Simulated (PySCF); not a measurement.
C3H3BF2Se.
Atom-mapped SMILES: `[F:1][BH:2][C:3]1=[C:4]([F:5])[CH2:6][Se:7]1` (hydrogens: H8 on B2; H9, H10 on C6)

Structure used (PBE0-D3(BJ)/def2-SVP), in Å, numbered top down from 1:
```xyz
10
C3H3BF2Se angstrom
F      2.6297    0.2680   -1.5614
B      1.9981   -0.2147   -0.5019
C      0.4987    0.0514   -0.3292
C     -0.3994   -0.2762    0.6228
F     -0.2196   -0.9703    1.7253
C     -1.7088    0.2964    0.2253
Se    -0.8105    1.0135   -1.3953
H      2.6367   -0.8529    0.3024
H     -2.0925    1.0874    0.8863
H     -2.4947   -0.4401    0.0020
```

Level of theory: PBE0-D3(BJ)/def2-SVP geometry optimisation, gas phase (PySCF).

Masses are those of the commonest isotopes; rigid-rotor values at the optimised geometry. The values belong to one conformer with, in the numbering `[F:1][BH:2][C:3]1=[C:4]([F:5])[CH2:6][Se:7]1`, F1–B2–C3–C4 -179°.

Q: What are A, B and C (MHz)?

A: Ia = 267.99, Ib = 299.31, Ic = 563.99 u·Å²; 505379 MHz·u·Å²/I gives A = 1886, B = 1688, C = 896.1 MHz.

Q: What kind of rotor is it?

A: An asymmetric top. Ray's parameter κ = (2B − A − C)/(A − C) = 0.601; −1 is the prolate and +1 the oblate limit.

Q: What does the inertial defect say?

A: Not planar: Δ = Ic − Ia − Ib = -3.31 u·Å². For a rigid frame Δ = −2 Σ m c², so Σ m c² = 1.66 u·Å² lies off the ab plane, practically all of it from hydrogen. The atom farthest from that plane is 0.92 Å away.

Q: List the rotational levels J(Ka,Kc) to J = 2 (cm⁻¹).

A: Above 0(0,0):
J = 1: 1(0,1) 0.0862, 1(1,1) 0.0928, 1(1,0) 0.1192
J = 2: 2(0,2) 0.2377, 2(1,2) 0.2388, 2(1,1) 0.3181, 2(2,1) 0.3378, 2(2,0) 0.3588
The levels of one J sum to (2J + 1)J(J + 1)(A + B + C)/3.

Q: Which types of transition are allowed, and where do some lines up to J = 4 fall?

A: The dipole components are |μa| = 1.96 D, |μb| = 1.18 D, |μc| = 0.00 D; the mirror of this Cs structure is the ab plane, so μc vanishes by symmetry (the 0.01 D computed is a residue) and there are no c-type lines. Intensities carry the squares of the components, which stand as 1.00 : 0.37 (a : b). Some of the stronger lines:

```csv
type,branch,"J(Ka,Kc)",MHz,lower level (cm⁻¹)
b,Q,"2(2,0) ← 2(1,1)",1220,0.318
a,Q,"3(2,1) ← 3(2,2)",2104,0.596
b,Q,"4(4,0) ← 4(3,1)",2219,1.133
a,Q,"3(1,2) ← 3(1,3)",4317,0.447
b,Q,"3(2,2) ← 3(1,3)",4474,0.447
b,Q,"4(3,2) ← 4(2,3)",4556,0.922
b,R,"2(1,2) ← 1(0,1)",4574,0.086
b,Q,"4(1,3) ← 4(0,4)",6165,0.716
b,R,"3(1,3) ← 2(0,2)",6281,0.238
b,R,"4(0,4) ← 3(1,3)",8053,0.447
b,R,"4(1,4) ← 3(0,3)",8057,0.447
a,R,"3(2,1) ← 2(2,0)",9230,0.359
a,R,"4(1,3) ← 3(1,2)",9901,0.591
b,R,"4(2,3) ← 3(1,2)",9924,0.591
a,R,"4(3,2) ← 3(3,1)",11039,0.706
a,R,"4(2,2) ← 3(2,1)",11780,0.667
b,R,"4(3,1) ← 3(2,2)",16082,0.596
```

PBE0-D3(BJ)/def2-SVP frequencies: not computed here. Constants of a rigid frame at the computed geometry: no zero-point averaging, no centrifugal distortion. Quadrupole hyperfine structure (11B) is left out.
